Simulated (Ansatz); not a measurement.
## Scan of the H3–Al1–Se2–H6 dihedral angle

AlH5Se (SMILES [AlH3-][SeH2+]), closed shell, at its PBE0-D4/def2-TZVP minimum:

```json
{"atom": "Al1", "x (Å)": "-0.7442", "y (Å)": "-0.5920", "z (Å)": "-0.6606"}
{"atom": "Se2", "x (Å)": "0.8049", "y (Å)": "0.3188", "z (Å)": "1.3110"}
{"atom": "H3", "x (Å)": "-0.1209", "y (Å)": "-2.0612", "z (Å)": "-0.6571"}
{"atom": "H4", "x (Å)": "-2.1146", "y (Å)": "-0.3363", "z (Å)": "0.1164"}
{"atom": "H5", "x (Å)": "-0.3174", "y (Å)": "0.4204", "z (Å)": "-1.8172"}
{"atom": "H6", "x (Å)": "2.0449", "y (Å)": "0.4362", "z (Å)": "0.5319"}
{"atom": "H7", "x (Å)": "0.5084", "y (Å)": "1.7462", "z (Å)": "1.1299"}
```

The dihedral angle H3–Al1–Se2–H6 (74.4° at the minimum) is set to the values below, with the rest relaxed at PBE0-D4/def2-TZVP at each step (the four atoms are held in place, so their three bonds and two angles keep the values of the minimum). Each method's energies count from its own value at the PBE0-D4 minimum structure. Computed with Ansatz 0.2.0 (basis: def2-TZVPP); correlated methods freeze the cores. Filled d shells of the heavier atoms are correlated. The def2 sets are not built for correlating such inner shells, so the correlated values are less sure here.

CCSD(T) energies along the scan:
```tsv
dihedral angle (°)	CCSD(T) (kcal/mol)
-170.2	0.010
86.9	0.083
104.1	0.375
121.2	0.675
138.4	0.743
155.5	0.521
172.7	0.193
```
They count from the CCSD(T) energy at the PBE0-D4 minimum.

Largest difference from the CCSD(T) curve over the scan: PBE-D4 0.128; r2SCAN-D4 0.150; MP2 0.008 kcal/mol. Each curve counts from its own value at the minimum.

T1 diagnostic: at most 0.009.

For scale, one of the runs: CCSD(T)/def2-TZVPP, 160 basis functions (an equivalent command: `ansatz run in.yaml --threads 2`). Time: 41 s of wall clock on 2 CPU threads; the host was shared. Peak host memory: 1.1 GiB.
